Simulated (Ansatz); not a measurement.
Species: C$_{5}$H$_{6}$, SMILES `C(#C)/C=C/C` (charge 0, multiplicity 1), formula C5H6.

### Question
How many basis functions does frozen-core CCSD(T)/cc-pVTZ // PBE0-D3(BJ)/def2-TZVP run with Ansatz (a quantum-chemistry and plane-wave program) use, how many core orbitals are frozen, and how many electrons are correlated?

### Answer
234 basis functions and 5 frozen orbitals, which leaves 26 correlated electrons. Core time is of the order of minutes.
